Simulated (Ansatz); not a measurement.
`C[Si](C)(C)C#Cc1cnc(-c2cnc(-c3cnc(C#C[Si](C)(C)C)nc3)nc2)nc1`. The state is a singlet with charge 0. Geometry r2SCAN-D4/def2-SVP.

```xyz
54

C    -3.1569   -1.8430   -9.9916
Si   -3.1308   -3.2963   -8.8025
C    -4.8531   -4.0090   -8.5763
C    -1.9310   -4.6172   -9.3884
C    -2.5457   -2.6805   -7.1591
C    -2.1583   -2.2714   -6.0667
C    -1.7112   -1.8005   -4.8089
C    -0.5696   -0.9781   -4.6667
N    -0.1508   -0.5362   -3.4902
C    -0.8562   -0.9006   -2.4046
C    -0.3924   -0.4110   -1.0989
C    -1.0562   -0.7287    0.1003
N    -0.6404   -0.2893    1.2819
C     0.4589    0.4864    1.2957
C     0.9233    0.9763    2.6018
C     0.2586    0.6585    3.8008
N     0.6711    1.0956    4.9849
C     1.7734    1.8714    4.9898
C     2.2281    2.3464    6.2619
C     2.6180    2.7535    7.3518
Si    3.2034    3.3676    8.9932
C     1.8539    4.4569    9.7155
C     3.5162    1.8757   10.0910
C     4.7833    4.3469    8.7278
N     2.4897    2.2391    3.9088
C     2.0618    1.7928    2.7337
N     1.1672    0.8518    0.2116
C     0.7441    0.4077   -0.9656
N    -1.9531   -1.6788   -2.4216
C    -2.3702   -2.1198   -3.5990
H    -2.1531   -1.4030  -10.1040
H    -3.8356   -1.0508   -9.6368
H    -3.5009   -2.1640  -10.9890
H    -5.2445   -4.3910   -9.5340
H    -4.8470   -4.8425   -7.8557
H    -5.5541   -3.2448   -8.2039
H    -2.2413   -5.0146  -10.3693
H    -1.8881   -5.4589   -8.6787
H    -0.9122   -4.2111   -9.4931
H     0.0043   -0.6788   -5.5528
H    -1.9494   -1.3639    0.0760
H    -0.6373    0.0271    3.7738
H     1.6435    5.3161    9.0586
H     0.9166    3.8923    9.8437
H     2.1560    4.8475   10.7016
H     3.8634    2.1927   11.0887
H     2.5975    1.2817   10.2214
H     4.2851    1.2172    9.6560
H     5.1708    4.7336    9.6852
H     5.5655    3.7190    8.2718
H     4.6088    5.2047    8.0587
H     2.6295    2.0809    1.8411
H     1.3140    0.6967   -1.8564
H    -3.2666   -2.7525   -3.6134
```

B3LYP takes the VWN-RPA correlation. Single mean-field runs in def2-SVP, def2-TZVP are fitted with def2-universal-jkfit. The restricted singlet is unstable towards broken spin symmetry in Hartree–Fock (as tested in another run); at HF/STO-3G this wasn't settled.

Task: Estimate the orbital energies around the gap (eV) in Ansatz with HF/STO-3G, BLYP-D4/def2-TZVP, B97M-V/def2-TZVP, B3LYP-D4/6-31G, PBE0-D4/def2-SVP.

Result: 
| orbital | HF/STO-3G | BLYP-D4/def2-TZVP | B97M-V/def2-TZVP | B3LYP-D4/6-31G | PBE0-D4/def2-SVP |
| --- | --- | --- | --- | --- | --- |
| HOMO−9 | -9.85 | -7.35 | -7.81 | -8.44 | -8.76 |
| HOMO−8 | -9.67 | -7.00 | -7.72 | -8.04 | -8.60 |
| HOMO−7 | -9.53 | -6.96 | -7.40 | -7.95 | -8.40 |
| HOMO−6 | -9.02 | -6.92 | -7.39 | -7.94 | -8.29 |
| HOMO−5 | -8.76 | -6.37 | -6.82 | -7.24 | -7.74 |
| HOMO−4 | -8.60 | -6.25 | -6.64 | -7.17 | -7.64 |
| HOMO−3 | -8.40 | -6.10 | -6.57 | -7.07 | -7.44 |
| HOMO−2 | -8.21 | -5.86 | -6.44 | -6.89 | -7.41 |
| HOMO−1 | -7.35 | -5.78 | -6.16 | -6.48 | -7.10 |
| HOMO | -6.46 | -5.54 | -6.06 | -6.46 | -6.82 |
| LUMO | 3.56 | -3.31 | -3.30 | -2.74 | -2.78 |
| LUMO+1 | 5.25 | -2.61 | -2.54 | -1.75 | -1.73 |
| LUMO+2 | 5.92 | -2.38 | -2.33 | -1.63 | -1.69 |
| LUMO+3 | 6.19 | -2.20 | -2.13 | -1.30 | -1.31 |
| LUMO+4 | 6.51 | -1.79 | -1.71 | -0.83 | -0.88 |
| LUMO+5 | 7.35 | -1.24 | -1.09 | -0.30 | -0.34 |
